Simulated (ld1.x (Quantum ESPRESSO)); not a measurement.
Fe, ultrasoft: configuration errors across variants

ld1.x (Quantum ESPRESSO) 7.5 input, shortened:

```
&input
   title='Fe', zed=26., rel=1, dft='PBE', iswitch=3,
   config='[Ar] 3d6 4s1.5 4p0'
 /
 &inputp
   pseudotype=3, tm=.true., lloc=-1, rcloc=1.50,
   nlcc=.true., new_core_ps=.true., rcore=0.60,
   which_augfun='PSQ', rmatch_augfun_nc=.true.
 /
6
3S  1  0   2.00   0.00  1.50  1.65  0.0
4S  2  0   1.50   0.00  1.50  1.65  0.0
3P  2  1   6.00   0.00  1.20  1.25  0.0
4P  3  1   0.00   0.00  1.20  1.25  0.0
3D  3  2   6.00   0.00  1.65  1.95  0.0
3D  3  2   0.00   2.40  1.65  1.95  0.0
 &test
   configts(1)='3s2 3p6 3d6 4s1.5 4p0'
 /
```

All-electron excitation energies from the reference (eV): (1) 3s2 3p6 3d6 4s2 4p0 -3.484; (2) 3s2 3p6 3d6 4s1 4p0 5.245; (3) 3s2 3p6 3d6 4s0 4p0 21.448; (4) 3s2 3p6 3d7 4s1 4p0 -4.275; (5) 3s2 3p6 3d6 4s0 4p2 4.971; (6) 3s2 3p6 3d5 4s0 4p0 55.671; (7) 3s2 3p6 3d6 4s1 4p1 0.621.

On the changes marked as counting shells twice: ld1.x takes every shell without a wave as core, so the model core holds the marked electrons as well and exchange and correlation see them twice. This cancels in the reference configuration, but the file is broken for other ones, and its errors say nothing about a proper core correction.

The overlap operator is not positive definite (basis up to 400 Ry) in “base”, “all radii but the core radius scaled by about 0.96 (s 1.60, p 1.20, d 1.88 bohr, rcut 1.44/1.16/1.60); local potential all-electron potential smoothed inside 1.44 bohr (lloc = -1)”, “waves 3d (bound): rcut 1.38, rcutus 1.46 bohr; 3d channel at 2.4 Ry: rcut 1.38, rcutus 1.46 bohr”, “waves 3p (bound): rcut 0.96, rcutus 1.02 bohr; 4p (bound): rcut 0.96, rcutus 1.02 bohr”, “wave 3d channel at 2.4 Ry: rcut 1.65, rcutus 1.95 bohr becomes 3d channel at -0.29 Ry: rcut 1.65, rcutus 1.95 bohr”, “core correction none”. Such files are unfit for use, however small their errors in these radial tests.

4 further variants failed, have other tests or another functional or relativity, and are left out.

The file “type TM; waves now 3p (bound): rc 1.25 bohr; 3d (bound): rc 1.95 bohr; 3s (bound): rc 1.65 bohr; local potential the s channel (4s counted twice)” misses its own reference levels by 2.1 eV.

Errors AE − PS in meV (a dash: test not solved or not reliable):

| change | (1) | (2) | (3) | (4) | (5) | (6) | (7) | bound ghosts |
| --- | --- | --- | --- | --- | --- | --- | --- | --- |
| base | -0.7 | -3.3 | -65 | +26 | -108 | -334 | -14 | not determined (overlap not positive) |
| all radii but the core radius scaled by about 0.96 (s 1.60, p 1.20, d 1.88 bohr, rcut 1.44/1.16/1.60); local potential all-electron potential smoothed inside 1.44 bohr (lloc = -1) | +0.3 | -0.5 | -4.6 | +9.4 | -8.4 | +26 | -1.3 | not determined (overlap not positive) |
| waves 3d (bound): rcut 1.38, rcutus 1.46 bohr; 3d channel at 2.4 Ry: rcut 1.38, rcutus 1.46 bohr | -0.3 | -2.6 | -56 | +22 | -106 | -544 | -14 | not determined (overlap not positive) |
| type TM; waves now 3p (bound): rc 1.25 bohr; 3d (bound): rc 1.95 bohr; 3s (bound): rc 1.65 bohr; local potential the s channel (4s counted twice) | +889 | -1228 | -4830 | -723 | -2705 | -6985 | -769 | none |
| waves 3p (bound): rcut 0.96, rcutus 1.02 bohr; 4p (bound): rcut 0.96, rcutus 1.02 bohr | -0.7 | -3.4 | -65 | +24 | -97 | -299 | -13 | not determined (overlap not positive) |
| wave 3d channel at 2.4 Ry: rcut 1.65, rcutus 1.95 bohr becomes 3d channel at -0.29 Ry: rcut 1.65, rcutus 1.95 bohr | – | – | – | – | – | – | – | not determined (overlap not positive) |
| core correction none | -0.5 | -2.8 | -56 | +27 | -95 | -312 | -13 | not determined (overlap not positive) |
| local potential all-electron potential smoothed inside 1.40 bohr (lloc = -2) | -0.4 | -2.9 | -60 | – | – | – | – | none |

Problem. Give the same row for: local potential all-electron potential smoothed inside 1.74 bohr (lloc = -1).

Solution. -0.2, -2.7, -60, –, –, –, –; bound ghosts: none.
